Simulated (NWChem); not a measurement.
Species: CH4CrO3; SMILES [CH3][Cr](=[O])(=[O])[OH]

```xyz
9

Cr     0.0927     0.0726     0.0000
O      0.9657    -0.0618     1.2576
O      0.9657    -0.0618    -1.2576
O     -0.9124     1.4554     0.0000
H     -0.7180     2.3988     0.0000
C     -1.0094    -1.5588     0.0000
H     -1.6181    -1.4971     0.9137
H     -0.3667    -2.4476     0.0000
H     -1.6181    -1.4971    -0.9137
```
Atoms are numbered in this order, from 1.

Program: NWChem. Medium grid unless said otherwise, to which SCAN and Minnesota functionals are sensitive. All runs use the structure optimised with PBE0/def2-SVP. No frequency run checked for a minimum. B3LYP is NWChem's, with the RPA form of VWN correlation. Total energies of different functionals are on different scales.

```tsv
level	energy (Ha)	highest occupied level (eV)	orbital gap (eV)	dipole (D)
B3LYP/def2-SVP	-1310.3556	-8.61	4.98	2.14
PBE/def2-SVP	-1309.8935	-7.24	3.01	2.11
RPBE/def2-SVP	-1310.3390	-7.18	3.03	2.08
r2SCAN/def2-SVP	-1310.2262	-7.71	3.33	2.17
M06-2X/def2-SVP	-1310.0726	-10.51	8.38	2.19
TPSSh/def2-SVP	-1310.3852	-8.04	4.12	2.15
Hartree-Fock/def2-SVP	-1307.4470	?	?	?
LDA (Slater exchange, VWN5)/def2-SVP	-1306.2181	-7.43	2.97	2.17
B3PW91/def2-SVP	-1310.1996	-8.68	4.99	2.14
```

Q: What belongs in the gaps?

A: 
- Hartree-Fock/def2-SVP, highest occupied level (eV): -12.79
- Hartree-Fock/def2-SVP, orbital gap (eV): 13.55
- Hartree-Fock/def2-SVP, dipole (D): 3.00
